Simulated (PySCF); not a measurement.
C₃H₉NSi₂, SMILES C#C[C@H](N)[SiH2][SiH3]. Geometry optimised at B3LYP-D3(BJ)/def2-SVP. The structure was generated by enumeration; whether it is a known compound was not checked. The values are those of a single conformer.

### Question
Give the equilibrium geometry at B3LYP-D3(BJ)/def2-SVP (PySCF confirms it by a frequency run) as Cartesian coordinates in Å. (Estimate from the structure and the level; the computed values follow.)

### Answer
One answer among several that fit: 
```xyz
15

C     -2.1283    -0.8707     1.3037
C     -1.6571    -0.2765     0.3574
C     -0.9964     0.3833    -0.7640
N     -1.6481     0.0777    -2.0486
Si     0.8800    -0.0792    -0.7074
Si     1.8295     0.3492     1.4015
H     -2.5647    -1.3819     2.1405
H     -1.0618     1.4754    -0.6041
H     -1.1525     0.5463    -2.8075
H     -1.5937    -0.9241    -2.2376
H      1.5689     0.7122    -1.7754
H      0.9948    -1.5255    -1.0632
H      1.3378    -0.6382     2.4042
H      3.3202     0.2722     1.3383
H      1.4461     1.7232     1.8454
```
